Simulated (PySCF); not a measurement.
**Atomic charges by several schemes**

C6H13OPSi.
Z-matrix (Å and degrees, GFN2-xTB geometry), rows numbered from 1:
```
C 
C   1  1.3273
C   2  1.4552  1  125.24
C   3  1.3351  2  119.34  1  -174.58
Si  3  1.8987  2  120.73  1     4.62
P   5  2.2350  3  113.51  2   -55.36
C   5  1.9221  3  113.11  2    53.62
O   7  1.4134  5  103.00  3  -118.00
C   8  1.4015  7  114.41  5   179.31
H   1  1.0777  2  122.31  3     0.72
H   1  1.0775  2  121.39  3   179.61
H   2  1.0850  1  119.56  3  -179.68
H   4  1.0799  3  121.95  2    -0.04
H   4  1.0759  3  122.01  2   179.66
H   5  1.4773  3  106.54  2   172.85
H   6  1.3836  5   94.90  3  -165.39
H   6  1.3908  5   96.11  3   -72.91
H   7  1.0970  5  112.53  3   123.48
H   7  1.0969  5  113.39  3     1.43
H   9  1.0885  8  106.94  7   179.48
H   9  1.0975  8  111.08  7   -61.03
H   9  1.0977  8  110.99  7    60.00
```

Density: PBE0/pcSseg-1 (PySCF); schemes: Mulliken, IAO, Hirshfeld and ESP-fitted. One conformer (not necessarily the lowest) at the GFN2-xTB geometry, without solvent, vibrations or thermal averaging.

**Question.** Tabulate the Mulliken, IAO, Hirshfeld and ESP-fitted charges.

**Answer.** In e; atoms taken as equivalent share a row and are averaged (×n: the atom named and its like, n in all):

```tsv
atom	environment	Mulliken	IAO	Hirshfeld	ESP-fitted
C1	terminal =CH2 carbon	-0.182	-0.310	-0.094	-0.177
C2	alkene CH carbon	-0.106	-0.133	-0.049	-0.301
C3	fully substituted alkene carbon	-0.510	-0.250	-0.089	+0.278
C4	terminal =CH2 carbon	-0.089	-0.289	-0.087	-0.574
Si5	SiH silicon	+0.623	+0.710	+0.304	+0.216
P6	three-coordinate phosphorus	-0.130	-0.063	-0.019	-0.367
C7	sp3 carbon bound to oxygen	-0.222	-0.328	-0.091	-0.169
O8	ether oxygen	-0.553	-0.387	-0.115	-0.057
C9	methoxy carbon	-0.012	-0.198	-0.038	-0.294
H10	vinylic hydrogen	+0.169	+0.151	+0.031	+0.088
H11	vinylic hydrogen	+0.113	+0.155	+0.049	+0.124
H12	vinylic hydrogen	+0.093	+0.141	+0.044	+0.155
H13	vinylic hydrogen	+0.110	+0.145	+0.047	+0.209
H14	vinylic hydrogen	+0.114	+0.150	+0.044	+0.206
H15	Si–H hydrogen	-0.062	-0.121	-0.081	-0.086
H16/H17	P–H hydrogen	+0.046	-0.017	-0.021	+0.106
H18	methylene hydrogen	+0.123	+0.128	+0.032	+0.108
H19	methylene hydrogen	+0.127	+0.130	+0.029	+0.067
H20/H21/H22	methyl hydrogen	+0.101	+0.134	+0.042	+0.120
```

Mean size of the charges over all atoms: IAO 0.192 e, ESP-fitted 0.184 e, Mulliken 0.170 e, Hirshfeld 0.064 e. Each set sums to the total charge, 0, to within 0.001 e. The Hirshfeld scheme weights the molecular density at each point by an atom's share of the summed free-atom densities. The Mulliken scheme gives each basis function's population to the atom it is centred on and halves the overlap population of two atoms between them.

Some averages cover members that differ in this geometry: H20/H21/H22, IAO +0.122 to +0.158; H20/H21/H22, Mulliken +0.089 to +0.123; H16/H17, IAO -0.032 to -0.001; H16/H17, Mulliken +0.033 to +0.059 e.

Lowest charge. The schemes don't all agree: Mulliken O8 (-0.553); IAO O8 (-0.387); Hirshfeld O8 (-0.115); ESP-fitted C4 (-0.574).

Highest charge. The schemes don't all agree: Mulliken Si5 (+0.623); IAO Si5 (+0.710); Hirshfeld Si5 (+0.304); ESP-fitted C3 (+0.278).

**Question.** Sum the charges by element, for elements with more than one atom.

**Answer.** 
```csv
element,atoms,Mulliken,IAO,Hirshfeld,ESP-fitted
C,6,-1.121,-1.507,-0.449,-1.237
H,13,+1.181,+1.248,+0.279,+1.444
```

**Question.** How closely do the schemes follow one another over all atoms?

**Answer.** Correlation coefficient and root-mean-square difference: IAO with Hirshfeld 0.97, 0.157 e; Mulliken with IAO 0.91, 0.103 e; Mulliken with Hirshfeld 0.89, 0.163 e; IAO with ESP-fitted 0.60, 0.206 e; Hirshfeld with ESP-fitted 0.53, 0.188 e; Mulliken with ESP-fitted 0.35, 0.260 e.

**Question.** How many electrons does the Hirshfeld scheme count on C3?

**Answer.** Z − q = 6 − (-0.089) ≈ 6.090.
